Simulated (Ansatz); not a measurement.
`[SiH3]O[SiH2][SiH3]` + `[GeH3][SeH]` → `[SiH3][Se][GeH3]` + `O[SiH2][SiH3]` at 500 K and 1 bar (ligand exchange at the Si–O bond).

Isolated molecules relaxed with PBE0-D4/def2-TZVP in Ansatz; ΔE leaves out vibrations. CCSD(T)/CBS is the MP2 limit (def2-TZVPP, def2-QZVPP) plus CCSD(T) − MP2 in def2-TZVPP, frozen cores. For Ge, Se outer-core shells are correlated without core-valence functions, which leaves a few kJ/mol of doubt a bond. Scalar relativity is left out up to krypton. One conformer a species, not always the lowest.

| species | CCSD(T)/CBS energy (Eh) | H − E (kJ/mol) | S (J/(mol·K)) |
| --- | --- | --- | --- |
| `[SiH3]O[SiH2][SiH3]` | -947.28799 | 243.7 | 472.0 |
| `[GeH3][SeH]` | -4479.23116 | 112.4 | 340.9 |
| `[SiH3][Se][GeH3]` | -4769.53721 | 174.9 | 428.3 |
| `O[SiH2][SiH3]` | -656.96789 | 187.7 | 379.8 |

H − E and S are ideal-gas, rigid-rotor, harmonic terms from PBE0-D4/def2-TZVP, for one conformer and one mirror image of each species. 1 Eh = 2625.50 kJ/mol, R = 8.31446 J/(mol·K).

**Question.** By hand: ΔE, ΔH, ΔS and ΔG.

**Answer.** ΔE = (-4769.53721) + (-656.96789) − (-947.28799) − (-4479.23116) = 0.01405 Eh = 36.9 kJ/mol. Δ(H − E) = 174.9 + 187.7 − 243.7 − 112.4 = 6.5, so ΔH = 43.4 kJ/mol. ΔS = 428.3 + 379.8 − 472.0 − 340.9 = -4.8 J/(mol·K). ΔG = 43.4 − 500 × (-4.8)/1000 = 45.8 kJ/mol.

**Question.** By hand: the equilibrium constant, and the temperature at which ΔG would vanish if ΔH and ΔS stayed fixed.

**Answer.** log₁₀ K = −ΔG/(RT ln 10) = -4.8. ΔH and −TΔS have one sign here, so there is no such temperature. One of them is within its doubt of zero, so this could turn.

The number of gas molecules stays the same, so ΔS is small and ΔH decides. A doubt of 5 kJ/mol in ΔE shifts log₁₀ K by 0.5 here. Other conformers and mirror images would add mixing entropy, several J/(mol·K) or more a flexible species. Modes under 60 cm⁻¹, often nearly free rotors, make the harmonic entropy too high. These are equilibria of isolated gas molecules and say nothing of rates. Largest T1 diagnostic: 0.012 (customary marks: 0.02 for closed shells, 0.045 for open ones).
